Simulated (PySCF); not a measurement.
# Kr: ionisation energy

Kr [Kr] (1S) → Kr⁺ [Ar] 3d10 4s2 4p5 (2P), as a difference of total energies. Computed with PySCF 2.14 in x2c-TZVPall, with scalar relativity by spin-free X2C-1e. Correlated levels: valence: [Ar] 3d10 frozen. The calculations carry no spin-orbit coupling.

```tsv
method	ionisation energy (eV)
UHF	13.057
PBE0	14.080
LDA	14.338
MP2 (valence)	14.000
SCS-MP2 (valence)	13.915
CCSD (valence)	13.881
CCSD(T) (valence)	13.921
```

**Question.** How much does correlation contribute at CCSD(T) (valence)?

**Answer.** 13.921 − (13.057) = 0.864 eV, measured against UHF.

Errors of the correlated levels include the incompleteness of this basis and the frozen core.

For comparison: 14.222 eV (measured; NIST levels, between the centres of gravity of the two terms).
